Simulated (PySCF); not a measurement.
C₅H₇F. Atoms are numbered in the order given.

```xyz
13

C      1.7940    -0.2046    -0.3111
C      0.4828     0.5224    -0.5777
C     -0.0628     1.4153     0.5290
C     -1.1216     0.6341     0.8026
C     -0.8145    -0.3274    -0.3200
F     -0.5957    -1.6448     0.0324
H      1.9816    -0.9675    -1.0832
H      1.7701    -0.7105     0.6654
H      2.6406     0.5006    -0.3160
H      0.5054     0.9967    -1.5762
H      0.2798     2.3767     0.9233
H     -1.9478     0.6926     1.5153
H     -1.5352    -0.3241    -1.1569
```

Geometry: B3LYP-D3(BJ)/def2-SVP. The structure was generated by enumeration; whether it is a known compound was not checked.

The numbers are results of PBE0/pcSseg-1 (PySCF), not measurements.

GIAO shieldings, no solvent; atoms alike by connectivity are averaged. δ = σ(ref) − σ: ¹³C against TMS (σ = 186.3 ppm); ¹⁹F against CFCl3 (σ = 167.2 ppm); ¹H against TMS (σ = 31.56 ppm), references at their B3LYP-D3(BJ)/def2-TZVP geometries, non-relativistic.

Computed chemical shifts:
| nucleus | atoms | count | δ (ppm) |
|---|---|---|---|
| ¹³C | C3 | 1 | 159.3 |
| ¹³C | C4 | 1 | 149.8 |
| ¹³C | C5 | 1 | 93.7 |
| ¹³C | C2 | 1 | 51.5 |
| ¹³C | C1 | 1 | 19.8 |
| ¹⁹F | F6 | 1 | -214.3 |
| ¹H | H11 | 1 | 6.95 |
| ¹H | H12 | 1 | 6.74 |
| ¹H | H13 | 1 | 5.56 |
| ¹H | H10 | 1 | 3.27 |
| ¹H | H7, H8, H9 | 3 | 1.55 |
